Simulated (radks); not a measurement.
Results of a calculation; reference values are marked as such.
All-electron atom: Cd44+ in [He] 2s2. Code: a radial shooting solver on a logarithmic mesh with Libxc functionals. Model: Dirac Kohn-Sham, PBEsol, spin-unpolarised, spherical densities, finite nucleus; Fermi nuclear charge, rms radius 4.6087 fm.

Radial electron density D(r) = 4 pi r^2 rho(r):

```
   r/bohr * D(r) (the largest magnitude, 57.6, reaches the edge; | marks zero)
 0.002236 |    *
 0.002709 |      *
 0.003283 |         *
 0.003946 |            *
 0.004781 |                *
 0.005793 |                     *
 0.007019 |                           *
 0.008505 |                                 *
  0.01022 |                                        *
  0.01239 |                                              *
  0.01501 |                                                    *
  0.01819 |                                                      *
  0.02186 |                                                     *
  0.02649 |                                                *
  0.03209 |                                       *
  0.03889 |                            *
  0.04712 |                   *
  0.05664 |              *
  0.06862 |             *
  0.08315 |               *
   0.1007 |                 *
   0.1211 |                *
   0.1467 |           *
   0.1778 |      *
   0.2154 |  *
    0.261 |*
   0.3138 *
   0.3802 *
```

D(r) has 2 maxima, at r = 0.0189, 0.104 bohr, and minima at 0.0649 bohr, inside which lie 2.08 electrons.
